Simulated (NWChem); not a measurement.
Molecule: C2H5BFNO; SMILES FB(/C=N/C)O

```xyz
11

C      0.0633     2.6958    -0.0011
N     -0.3774     1.3334    -0.0038
C      0.4898     0.4025     0.0048
B      0.0404    -1.1033     0.0005
O      0.9815    -2.0693    -0.0014
F     -1.2473    -1.4381    -0.0012
H     -0.3672     3.2129     0.8727
H      1.1652     2.8196     0.0113
H     -0.3468     3.2095    -0.8865
H      1.5784     0.6366     0.0146
H      0.6038    -2.9566    -0.0043
```
Atoms are numbered in this order, from 1.

Level: PBE0/def2-SVP (NWChem), optimised geometry, unscaled harmonic frequencies. 

```
frequency (cm⁻¹)  IR intensity (km/mol)
----------------  ---------------------
78                                  0.6
149                                 2.8
188                                 7.6
227                                 7.8
361                                14.0
412                                 0.9
565                                40.2
574                                49.2
669                               119.8
836                                18.8
950                                14.4
1004                              123.1
1053                                6.5
1131                                0.9
1154                               14.8
1300                              119.8
1400                               30.8
1416                              130.2
1445                                6.0
1459                               14.9
1472                              376.1
1774                               21.6
2981                               50.2
2991                               57.7
3106                               17.3
3129                                6.9
3892                              119.0
```

| Quantity | Value |
|---|---|
| zero-point energy | 51.0 kcal/mol |
| thermal correction to the enthalpy at 298.15 K (with zero-point energy) | 55.9 kcal/mol |
| heat capacity Cv | 22.4 cal/(mol K) |
| entropy at 298.15 K and 1 atm (symmetry number 1) | 81.1 cal/(mol K) |
| dipole moment | 1.35 D |

Rigid rotor and harmonic oscillator; modes under 100 cm⁻¹ make the entropy uncertain.
